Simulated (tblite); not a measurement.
Compound: C5H6F3P.
Atom-mapped SMILES: `[F:1][C:2]([F:3])=[C:4]([F:5])[P:6]1[CH2:7][CH2:8][CH2:9]1` (hydrogens: H10, H11 on C7; H12, H13 on C8; H14, H15 on C9)

Computed with GFN2-xTB (tblite), gas phase: L-BFGS steps from a force-field or distance-geometry start until the largest atomic force falls under 0.01 eV/Å.

Step 11: E = -827.8384 eV
```
atom  x, y, z in Å  |  force x, y, z in eV/Å
F1      2.3686    1.8658    0.4348   -0.042  -0.015   0.031
C2      2.6486    0.6244    0.0450   -0.073  -0.089  -0.076
F3      3.9154    0.3341    0.2845    0.078  -0.075   0.032
C4      1.6964   -0.1492   -0.4673   -0.177   0.085  -0.084
F5      1.9715   -1.3839   -0.9154   -0.024  -0.040   0.050
P6      0.0588    0.6496   -0.8093   -0.150   0.087  -0.004
C7     -0.7410    0.5520    0.8899   -0.042   0.000   0.001
C8     -1.9305   -0.2321    0.3037    0.108   0.039   0.039
C9     -1.2161   -0.7360   -0.9638    0.271   0.137  -0.031
H10    -0.9805    1.5004    1.3723    0.001  -0.038  -0.122
H11    -0.1329   -0.0381    1.5756   -0.052  -0.062  -0.013
H12    -2.7422    0.4524    0.0504    0.037  -0.085  -0.025
H13    -2.3296   -1.0093    0.9548    0.031  -0.029  -0.024
H14    -1.7908   -0.6822   -1.8886   -0.039   0.038   0.064
H15    -0.8001   -1.7398   -0.8887    0.073   0.047   0.163
```

Step 12: E = -827.8459 eV
```
atom  x, y, z in Å  |  force x, y, z in eV/Å
F1      2.3602    1.8575    0.4346    0.007   0.071   0.061
C2      2.6460    0.6182    0.0435   -0.095  -0.041  -0.061
F3      3.9129    0.3285    0.2820    0.046  -0.076   0.033
C4      1.6863   -0.1447   -0.4686   -0.084   0.050  -0.082
F5      1.9554   -1.3811   -0.9109   -0.046  -0.114  -0.001
P6      0.0571    0.6657   -0.8073   -0.198  -0.071  -0.039
C7     -0.7392    0.5525    0.8906   -0.039   0.022   0.034
C8     -1.9243   -0.2340    0.3039    0.068   0.018   0.025
C9     -1.2075   -0.7364   -0.9626    0.265   0.171  -0.056
H10    -0.9878    1.4984    1.3710    0.012  -0.016  -0.074
H11    -0.1249   -0.0353    1.5735   -0.070  -0.043  -0.017
H12    -2.7339    0.4509    0.0441    0.031  -0.085  -0.012
H13    -2.3288   -1.0087    0.9550    0.044  -0.032  -0.030
H14    -1.7886   -0.6824   -1.8846   -0.002   0.009   0.081
H15    -0.7872   -1.7408   -0.8861    0.061   0.137   0.140
```

Step 13: E = -827.8521 eV
```
atom  x, y, z in Å  |  force x, y, z in eV/Å
F1      2.3529    1.8511    0.4352    0.061   0.097   0.067
C2      2.6429    0.6128    0.0414   -0.091   0.017  -0.032
F3      3.9109    0.3219    0.2804   -0.041  -0.062   0.021
C4      1.6766   -0.1402   -0.4718    0.016  -0.004  -0.078
F5      1.9411   -1.3802   -0.9066   -0.078  -0.129  -0.036
P6      0.0527    0.6790   -0.8061   -0.144  -0.139  -0.059
C7     -0.7382    0.5529    0.8915   -0.015   0.035   0.042
C8     -1.9178   -0.2355    0.3040    0.017  -0.015  -0.006
C9     -1.1964   -0.7339   -0.9624    0.149   0.134  -0.040
H10    -0.9937    1.4967    1.3681    0.015   0.024  -0.009
H11    -0.1199   -0.0344    1.5715   -0.073  -0.021  -0.011
H12    -2.7266    0.4478    0.0386    0.017  -0.073  -0.001
H13    -2.3269   -1.0089    0.9543    0.059  -0.037  -0.039
H14    -1.7868   -0.6822   -1.8793    0.040  -0.018   0.077
H15    -0.7751   -1.7389   -0.8807    0.068   0.193   0.103
```

**Question.** Estimate the geometry and energy of step 14. (The exact step hangs on the optimiser's Hessian estimate; all steps are aligned on step 13, rigid shifts and turns removed.)

**Answer.** E = -827.8572 eV, largest force 0.222 eV/Å
```
atom  x, y, z in Å  |  force x, y, z in eV/Å
F1      2.3482    1.8474    0.4369    0.098   0.073   0.050
C2      2.6391    0.6091    0.0394   -0.068   0.056  -0.003
F3      3.9080    0.3153    0.2793   -0.126  -0.043   0.009
C4      1.6689   -0.1369   -0.4761    0.072  -0.047  -0.072
F5      1.9277   -1.3816   -0.9037   -0.095  -0.095  -0.048
P6      0.0469    0.6875   -0.8062   -0.023  -0.109  -0.055
C7     -0.7376    0.5537    0.8928    0.009   0.037   0.026
C8     -1.9122   -0.2371    0.3039   -0.023  -0.033  -0.026
C9     -1.1851   -0.7296   -0.9625   -0.013   0.052  -0.001
H10    -0.9982    1.4961    1.3657    0.015   0.057   0.045
H11    -0.1171   -0.0340    1.5697   -0.064  -0.003   0.004
H12    -2.7206    0.4441    0.0340   -0.007  -0.053   0.005
H13    -2.3241   -1.0099    0.9530    0.069  -0.047  -0.045
H14    -1.7845   -0.6824   -1.8737    0.066  -0.038   0.045
H15    -0.7638   -1.7337   -0.8744    0.090   0.192   0.066
```

The energy changes by -0.0051 eV. The first-order estimate −F·Δx gives -0.0071 eV and the mean of the old and new forces, exact on a quadratic surface, -0.0051 eV. The step makes an angle of 63° with the force vector and moves no atom by more than 0.014 Å.
